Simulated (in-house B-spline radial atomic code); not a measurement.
Checks on a self-consistent run for the sulfur ion S⁷⁺, [He] 2s1 2p5 4f1. Computed with an all-electron radial atomic-structure program (B-spline basis): Dirac-Hartree-Fock, average of configuration, Fermi nucleus of rms radius 3.2611 fm.

```tsv
orbital	q	ε (Eh)	<1/r>	<r²>	small-component weight
1s1/2	2	-100.32574	15.683	0.0125562	0.0032425
2s1/2	1	-15.72715	3.26558	0.238651	0.00055889
2p1/2	1.6667	-13.50912	3.16871	0.202165	0.00053169
2p3/2	3.3333	-13.45425	3.14916	0.203812	0.00052901
4f5/2	0.42857	-2.00359	0.502647	5.58546	5.3799e-05
4f7/2	0.57143	-2.00345	0.502577	5.58661	5.3796e-05
```

Electron-electron repulsion V_ee = 80.3404 hartree.

(1) What total energy follows from the eigenvalues?

(2) Does the Dirac virial theorem hold?

(3) What diamagnetic shielding (Lamb formula) and susceptibility (Langevin formula) do the radii give?

Answers

(1) The eigenvalues count the repulsion twice, so E = Σqε - V_ee = -285.745 - 80.340 = -366.085 hartree; the run printed -366.085.

(2) For a point nucleus E = -2c²Σq·w, with w the small-component weight. Here Σq·w = 0.0097472 and c = 137.0360, so the ratio E/(-2c²Σq·w) is 1.000002.

(3) σ = (α²/3)Σq<1/r> = 50.9126/(3·137.036²) = 903.72 ppm, and χ = -0.79199×10⁻⁶·Σq<r²> = -5.438×10⁻⁶ cm³/mol with Σq<r²> = 6.8662 bohr². Both are non-relativistic formulas without the paramagnetism of open shells.
